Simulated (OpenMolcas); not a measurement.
Tm3+ among 12 point charges of -2 e arranged as a cuboctahedron (Oh).

```yaml
Program: OpenMolcas
Method: "SS-CASPT2, IPEA 0.25 Eh, imaginary shift 0.1 Eh (closed shells correlated: 5s 5p)"
Basis: ANO-RCC-VDZP [7s6p4d2f1g]
Scalar_Hamiltonian: DKH2, point nucleus
Active_space: 12 electrons in 7 orbitals (4f)
State_averaging: 2S+1 = 3 even, 21 roots; 2S+1 = 1 even, 27 roots kept (CI in the orbitals of an earlier block)
Spin-orbit_coupling: state interaction with AMFI integrals over the reference wave functions
```

All point charges move together. At R = 2.36 Å the width of the lowest J multiplet is 228 cm-1, and at R = 2.66 Å it is 128 cm-1.

**Question.** A third run gives 333 cm-1. What distance was it run at?

**Answer.** With a power law R^-n the two known points give n = -ln(128 / 228) / ln(2.66 / 2.36) = 4.82. Then R = 2.36 × (228 / 333)^(1/4.82) = 2.182 Å. The run was at 2.25 Å, so the estimate is off by -0.068 Å.

Roots that are degenerate in the reference are averaged as groups; the widest CASPT2 spread within a group is 500 cm-1 (the 3-fold group of multiplicity 1 near 9290 cm-1 above the lowest state of its run, R = 2.25). Shifts and gaps below about the spread of the groups concerned are not significant. Point charges carry no covalency, so the field is a model and not that of real ligands. No measured value stands beside these numbers.
